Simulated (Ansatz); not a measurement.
Relaxation of K2S2⁻ with UKS r2SCAN-D4/def2-TZVPD.

```sh
$ ansatz run in.yaml --threads 4 --pin off --events-out ev --progress --plain --max-ram 3916MiB
```

```yaml
crystal:
  periodic: [false, false, false]
  atoms:
    - {symbol: K, position_ang: [-0.481580, -0.946250, -1.827700]}
    - {symbol: K, position_ang: [-1.693250, -0.225810, 1.218510]}
    - {symbol: S, position_ang: [1.300860, -0.146240, 0.955530]}
    - {symbol: S, position_ang: [0.873970, 1.318300, -0.346340]}
basis:
  gaussian: {orbitals: def2-TZVPD}
total_charge: -1
magnetization: {spin_polarized: true, initial_magnetization: 1}
hamiltonian: {xc: r2scan, dispersion: d4}
scf: {lower_state_search: "off"}
output: {orbitals: {seedname: orbitals}}
relax: {f_tol: 0.02, max_steps: 100}
```

It took 46 s on 4 threads of Arm Neoverse V1 on a shared host.

Positions (Å) and forces (eV/Å) at steps 1, 2, 3, 4, 5, 7 of 7:

```xyz
4
step=1 energy=-54320.1509 eV
K    -0.482   -0.946   -1.828    0.477    0.109    0.035
K    -1.693   -0.226    1.219    0.290    0.323    0.189
S     1.301   -0.146    0.956    0.155   -1.821    1.130
S     0.874    1.318   -0.346   -0.922    1.388   -1.354
4
step=2 energy=-54320.4911 eV
K    -0.354   -0.954   -1.854    0.361    0.019    0.099
K    -1.655   -0.126    1.293    0.201    0.294    0.068
S     1.267   -0.269    0.914   -0.081   -0.518   -0.080
S     0.743    1.348   -0.353   -0.481    0.205   -0.088
4
step=3 energy=-54320.7078 eV
K    -0.194   -0.988   -1.843    0.195   -0.059   -0.036
K    -1.610    0.021    1.342    0.022    0.170    0.108
S     1.238   -0.411    0.784   -0.152    0.157   -0.333
S     0.566    1.378   -0.283   -0.065   -0.269    0.262
4
step=4 energy=-54320.7777 eV
K    -0.024   -1.036   -1.926    0.025    0.039   -0.098
K    -1.605    0.158    1.480    0.013   -0.008    0.090
S     1.186   -0.491    0.671   -0.159    0.297   -0.032
S     0.443    1.368   -0.225    0.121   -0.328    0.039
4
step=5 energy=-54320.8015 eV
K     0.107   -1.030   -2.066    0.032    0.044    0.079
K    -1.594    0.233    1.656    0.081    0.014   -0.045
S     1.102   -0.512    0.684   -0.114    0.118   -0.109
S     0.385    1.309   -0.273    0.000   -0.176    0.075
4
step=7 energy=-54320.8060 eV
K     0.159   -1.023   -2.086    0.001    0.001    0.002
K    -1.574    0.264    1.696    0.002    0.000   -0.001
S     1.064   -0.527    0.667   -0.001   -0.003    0.000
S     0.351    1.286   -0.277   -0.002    0.001   -0.001
```

The highest occupied level of the charge -1 doublet lies above zero (up to 0.59 eV). By energy differences its removal costs 0.44 eV (vertical, to the charge 0 singlet, at r2SCAN-D4/def2-TZVPD); a positive level beside a positive removal energy at the same level points to self-interaction error. The relaxation made no stability test and no search for a lower SCF solution. The structure comes from a short search, and lower isomers may exist.
